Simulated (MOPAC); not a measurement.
MOPAC input (PM6):

```
PM6 PRECISE GNORM=0.05 LET XYZ UHF MS=0.5 GEO-OK AUX(PRECISION=9) THREADS=1
H5P2Si

P     1.94572400 1    0.20998300 1   -0.22772600 1
Si   -0.24252300 1    0.78516400 1   -0.23910600 1
P    -1.62812400 1   -0.82109800 1    0.56960800 1
H     1.89805500 1   -0.33220100 1    1.08231300 1
H     1.75516400 1   -1.05368600 1   -0.85361900 1
H    -0.59107700 1    1.28288000 1   -1.59838500 1
H    -2.81686200 1   -0.13036600 1    0.21471200 1
H    -1.61396000 1   -1.59219700 1   -0.62576800 1
```

From the output:

```
                                                       MOPAC v23.2.5 Linux

          FINAL HEAT OF FORMATION =       -215.97787 KCAL/MOL =    -903.65143 KJ/MOL

          COSMO AREA              =        123.89 SQUARE ANGSTROMS
          COSMO VOLUME            =        110.31 CUBIC ANGSTROMS

          GRADIENT NORM           =          0.03026          =       0.01070 PER ATOM
          IONIZATION POTENTIAL    =          6.645311 EV
          ALPHA SOMO LUMO (EV)    =         -6.645  0.362
          BETA  SOMO LUMO (EV)    =         -8.812 -0.810
          NO. OF ALPHA ELECTRONS  =         10
          NO. OF BETA  ELECTRONS  =          9
          MOLECULAR WEIGHT        =         95.0725         POINT GROUP:  Cs

          MOLECULAR DIMENSIONS (Angstroms)

            Atom       Atom       Distance
            H     8    H     5     5.90789
            H     6    H     4     3.34005
           Si     2    H     5     0.83536

          SCF CALCULATIONS        =         97

   ATOM   CHEMICAL          X               Y               Z
  NUMBER   SYMBOL      (ANGSTROMS)     (ANGSTROMS)     (ANGSTROMS)

     1       P          1.83236423  *   0.25965723  *  -0.08406441  *
     2      Si         -0.13500533  *   0.27127927  *  -0.30551770  *
     3       P         -1.85016051  *  -0.52537197  *   0.28041444  *
     4       H          2.51441098  *   0.21285711  *   1.18959794  *
     5       H          2.84184609  *   0.16403111  *  -1.12021611  *
     6       H         -0.32106238  *   0.45116446  *  -1.79845076  *
     7       H         -2.20316642  *  -0.79212553  *   1.65656910  *
     8       H         -2.90898164  *  -1.06356508  *  -0.55091114  *

                             CARTESIAN COORDINATES

   1    P        1.832364227     0.259657234    -0.084064409
   2   Si       -0.135005327     0.271279268    -0.305517702
   3    P       -1.850160506    -0.525371968     0.280414440
   4    H        2.514410981     0.212857106     1.189597944
   5    H        2.841846091     0.164031111    -1.120216105
   6    H       -0.321062376     0.451164458    -1.798450762
   7    H       -2.203166422    -0.792125529     1.656569103
   8    H       -2.908981637    -1.063565081    -0.550911137

           Empirical Formula: H5 P2 Si  =     8 atoms

      MOLECULAR POINT GROUP   :   Cs

          ALPHA EIGENVALUES
 -22.81373 -22.02700 -18.33838 -15.56473 -15.08375 -13.60216 -11.53747 -10.22436
  -8.83669  -6.64531   0.36239   0.84395   0.98222   1.92186   2.10289   3.00705
   3.21541   4.20648   4.34783   4.69441   4.90226   5.26690 126.58646 127.06272
 127.14065 128.41658 128.62180 129.32902 129.52865 131.41481 131.62992 131.96137

           BETA EIGENVALUES
 -22.62923 -21.89700 -18.16793 -15.40451 -14.95829 -13.31289 -11.47182 -10.12174
  -8.81196  -0.80973   0.65389   0.99042   1.20031   2.11268   2.43742   3.13228
   3.46963   4.35940   4.51633   4.93832   5.05958   5.26188 126.78277 127.25890
 127.34977 128.65204 128.86537 129.55309 129.75094 131.63381 131.81573 132.13887

              NET ATOMIC CHARGES AND DIPOLE CONTRIBUTIONS

  ATOM NO.   TYPE          CHARGE      No. of ELECS.   s-Pop       p-Pop       d-Pop
    1          P          -0.060145        5.0601     1.34355     3.70251     0.01409
    2         Si          -0.262849        4.2628     1.31338     2.23249     0.71699
    3          P          -0.060130        5.0601     1.34356     3.70248     0.01409
    4          H           0.093744        0.9063     0.90626
    5          H           0.088484        0.9115     0.91152
    6          H           0.018676        0.9813     0.98132
    7          H           0.093745        0.9063     0.90625
    8          H           0.088474        0.9115     0.91153
 DIPOLE           X         Y         Z       TOTAL
 POINT-CHG.     0.258    -0.868     0.739     1.169
 HYBRID         0.122    -0.664    -0.204     0.705
 SUM            0.380    -1.532     0.535     1.667

          ATOMIC ORBITAL ELECTRON POPULATIONS

     Atom    s        px        py        pz      x^2-y^2     xz        z^2       yz        xy
    1  P   1.34355   1.07883   1.59676   1.02692   0.00337   0.00680   0.00248   0.00006   0.00137
    2 Si   1.31338   0.68123   0.65421   0.89705   0.24350   0.04662   0.17947   0.01656   0.23083
    3  P   1.34356   1.16878   1.49844   1.03527   0.00210   0.00432   0.00359   0.00145   0.00264
    4  H   0.90626
    5  H   0.91152
    6  H   0.98132
    7  H   0.90625
    8  H   0.91153

                    (SZ)    =    0.500000
                    (S**2)  =    0.753404

          ATOMIC ORBITAL SPIN POPULATIONS

    Atom   Total    s     px     py     pz   x^2-y^2  xz     z^2    yz     xy
         Atomic
    1  P  0.0591  0.039  0.024 -0.000 -0.005  0.000  0.001  0.000  0.000  0.000
    2 Si  0.7586  0.221 -0.002  0.093  0.261  0.124 -0.000  0.033  0.004  0.025
    3  P  0.0590  0.039 -0.001  0.016  0.003  0.000  0.000  0.000  0.000  0.000
    4  H -0.0012 -0.001
    5  H  0.0605  0.060
    6  H  0.0046  0.005
    7  H -0.0012 -0.001
    8  H  0.0605  0.061

 **********************
 *                    *
 * JOB ENDED NORMALLY *
 *                    *
 **********************

 == MOPAC DONE ==
```

The geometry given is a B3LYP-D3(BJ)/def2-TZVP minimum.
